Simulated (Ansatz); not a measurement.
CH2FI (`FCI`). Charge 0, multiplicity 1. I takes the def2 core potential.

(1) What are the harmonic wavenumbers in cm⁻¹ at PBE0-D4/def2-TZVP (Ansatz, finite differences of forces, unscaled)? (An estimate is asked.)

(2) Is this a minimum?

(3) Give the ideal-gas thermochemistry at 298.15 K and 1 bar (rigid rotor, harmonic oscillator; point group Cs, symmetry number 1).

(4) And at 400, 500, 600, 800 and 1000 K?

Answers

(1) The calculation gave: 273, 582, 870, 1109, 1248, 1298, 1484, 3107, 3192.

(2) Yes, all 9 modes are real.

(3) Zero-point energy 78.7 kJ/mol; H(298) − E = 90.6 kJ/mol; entropy 284.3 J/(mol·K), of which translation 172.1, rotation 102.3, vibration 9.8; G(298) − E = 5.8 kJ/mol.

(4) 
| T (K) | H − E (kJ/mol) | S (J/mol/K) | G − E (kJ/mol) |
| --- | --- | --- | --- |
| 400 | 96.1 | 300.2 | -24.0 |
| 500 | 102.3 | 313.9 | -54.7 |
| 600 | 109.1 | 326.3 | -86.7 |
| 800 | 124.1 | 347.9 | -154.2 |
| 1000 | 140.6 | 366.3 | -225.6 |
